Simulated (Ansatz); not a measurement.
A CCSD(T) single point on CH3Cl3SeSn, SMILES `C[Se][Sn]([Cl])([Cl])[Cl]`.

```yaml
crystal:
  periodic: [false, false, false]
  atoms:
    - {symbol: C, position_ang: [0.028623, -1.155630, 1.319003]}
    - {symbol: Se, position_ang: [1.553494, -0.306633, 0.422934]}
    - {symbol: Sn, position_ang: [0.170164, 1.013443, -1.162485]}
    - {symbol: Cl, position_ang: [-1.171642, -0.341593, -2.468882]}
    - {symbol: Cl, position_ang: [1.479687, 2.294165, -2.554197]}
    - {symbol: Cl, position_ang: [-1.303836, 2.410955, -0.058982]}
    - {symbol: H, position_ang: [0.469603, -1.797379, 2.080246]}
    - {symbol: H, position_ang: [-0.599783, -0.404481, 1.791649]}
    - {symbol: H, position_ang: [-0.537810, -1.759146, 0.613715]}
basis:
  gaussian: {orbitals: def2-TZVPP}
correlation: {method: ccsd_t, frozen_orbitals: {C: 1, Cl: 5, H: 0, Se: 14, Sn: 9}}
output: {orbitals: {seedname: orbitals}}
```

```sh
$ ansatz run in.yaml --threads 2 --pin off --events-out ev --progress --plain --backend cuda
```

Output of Ansatz, abridged:

```
Functional definition: HF
1957 factors; integrals over basis functions are off by at most 7.0e-4 eV
mean field evaluation 1: about -109701.0509 eV, gradient 2.9e1 eV
mean field evaluation 2: about -109701.3427 eV, gradient 3.0e1 eV
mean field evaluation 4: about -109703.8602 eV, gradient 3.1e0 eV
mean field evaluation 8: about -109703.9131 eV, gradient 2.5e-1 eV
mean field -109703.91337795 eV, -4031.5444566563 hartree, gradient 1.8e-6 eV, S^2 0.000000; 0 other end points of the search recorded, 0 dependent functions left out
39 core orbitals not correlated: weight in the atoms' cores, before any rotation towards them, 0.990 or more for the frozen orbitals, at most 0.008 for the correlated occupied ones
reference -109703.91337795 eV, -4031.5444566563 hartree; 19, 19 occupied and 239, 239 virtual orbitals, 1957 factors
second order -26.83948084 eV of doubles, -0.00000000 eV of singles
cycle   1  -28.06540814 eV  change    -1.2e0 eV  update   1.0e-1
cycle   2  -28.65897352 eV  change   -5.9e-1 eV  update   2.9e-2
cycle   3  -28.77218234 eV  change   -1.1e-1 eV  update   1.4e-2
cycle   4  -28.76229305 eV  change    9.9e-3 eV  update   3.2e-3
cycle   5  -28.76096028 eV  change    1.3e-3 eV  update   1.3e-3
cycle   6  -28.76094070 eV  change    2.0e-5 eV  update   4.0e-4
cycle   7  -28.76081688 eV  change    1.2e-4 eV  update   1.5e-4
cycle   8  -28.76083748 eV  change   -2.1e-5 eV  update   4.8e-5
cycle   9  -28.76084893 eV  change   -1.1e-5 eV  update   1.7e-5
perturbative correction -1.28259562 eV, -0.0471345198 hartree
Total energy: -109733.95682250 eV, -4032.6485328795 hartree
```

Hardware: 2 threads of an AMD EPYC 7R13 on a shared host and a share of an NVIDIA H100 80 GB. Wall time 3.5 s, peak host memory 0.86 GiB.

The correlation energy is -30.043 eV, 4.3 % of it from (T); the T1 diagnostic reads 0.0097.
